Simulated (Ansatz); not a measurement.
def2 core potentials replace the inner electrons of Bi.

Species: C₄H₉BiO₂, SMILES `C=CC[CH2][Bi]([OH])[OH]` (charge 0, multiplicity 1).

Question: Give a relaxed geometry from PBE0-D3(BJ)/def2-SVP in Ansatz (a program for electronic structure).

Answer: Several could match; the one computed here: the end point of this relaxation, one of several conformers (outside a Z-matrix the atoms follow the SMILES, hydrogens last).
Cartesian coordinates (Å) in one orientation:
```xyz
16

C     -2.701     0.369     0.583
C     -1.911    -0.473    -0.083
C     -0.632    -0.093    -0.764
C      0.582    -0.807    -0.177
Bi     2.532     0.019    -1.042
O      3.658    -0.494     0.648
O      1.997     1.992    -0.554
H     -3.617     0.030     1.075
H     -2.463     1.436     0.656
H     -2.183    -1.536    -0.131
H     -0.712    -0.331    -1.842
H     -0.484     0.998    -0.700
H      0.644    -0.645     0.913
H      0.552    -1.896    -0.346
H      3.089    -0.613     1.418
H      1.652     2.045     0.347
```
